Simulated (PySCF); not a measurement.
BaF2, SMILES [F][Ba][F]. Heavy atoms are numbered as in [Ba:1]([F:2])[F:3].

Geometry: B3LYP-D3(BJ)/def2-TZVP. The isomer is the one that the SMILES or the coordinates give; other isomers of the formula were not compared. The def2 effective core potentials stand for the cores of Ba; spin–orbit coupling is left out.

All values below come from ωB97X/def2-TZVPD (PySCF).

Mulliken values depend strongly on the basis, most of all with diffuse functions as here. ESP charges are fitted to the potential on shells at 1.4 to 2.0 van der Waals radii. Atomic charges (e), one atom of each kind:

```
atom  Mulliken  ESP fit
----  --------  -------
Ba1       1.68     1.35
F2       -0.84    -0.67
```
